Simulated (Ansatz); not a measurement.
`F[BH][GeH2][F]` + H–F → `FBF` + `[F][GeH3]` at 600 K and 1 bar (cleavage of the B–Ge bond).

Isolated molecules relaxed with PBE0-D4/def2-TZVP in Ansatz; ΔE leaves out vibrations. CCSD(T)/CBS is the MP2 limit (def2-TZVPP, def2-QZVPP) plus CCSD(T) − MP2 in def2-TZVPP, frozen cores. This one scheme is used for every species. For Ge outer-core shells are correlated without core-valence functions, which leaves a few kJ/mol of doubt a bond. Scalar relativity is left out up to krypton. One conformer a species, not always the lowest.

```csv
species,CCSD(T)/CBS energy (Eh),H − E (kJ/mol),S (J/(mol·K))
`F[BH][GeH2][F]`,-2302.35660,135.5,398.0
H–F,-100.39570,42.3,194.0
`FBF`,-225.09427,73.4,279.9
`[F][GeH3]`,-2177.72589,97.6,296.3
```

H − E and S are ideal-gas, rigid-rotor, harmonic terms from PBE0-D4/def2-TZVP, for one conformer and one mirror image of each species. 1 Eh = 2625.50 kJ/mol, R = 8.31446 J/(mol·K).

**Question.** By hand: ΔE, ΔH, ΔS and ΔG.

**Answer.** ΔE = (-225.09427) + (-2177.72589) − (-2302.35660) − (-100.39570) = -0.06786 Eh = -178.2 kJ/mol. Δ(H − E) = 73.4 + 97.6 − 135.5 − 42.3 = -6.8, so ΔH = -185.0 kJ/mol. ΔS = 279.9 + 296.3 − 398.0 − 194.0 = -15.8 J/(mol·K). ΔG = -185.0 − 600 × (-15.8)/1000 = -175.5 kJ/mol.

**Question.** By hand: the equilibrium constant, and the temperature at which ΔG would vanish if ΔH and ΔS stayed fixed.

**Answer.** log₁₀ K = −ΔG/(RT ln 10) = 15.3. ΔG = 0 at ΔH/ΔS = 11709 K, far beyond where these terms or the molecules hold.

ΔH outweighs TΔS. A doubt of 5 kJ/mol in ΔE shifts log₁₀ K by 0.4 here. Other conformers and mirror images would add mixing entropy, several J/(mol·K) or more a flexible species. These are equilibria of isolated gas molecules and say nothing of rates. Largest T1 diagnostic: 0.013 (customary marks: 0.02 for closed shells, 0.045 for open ones).
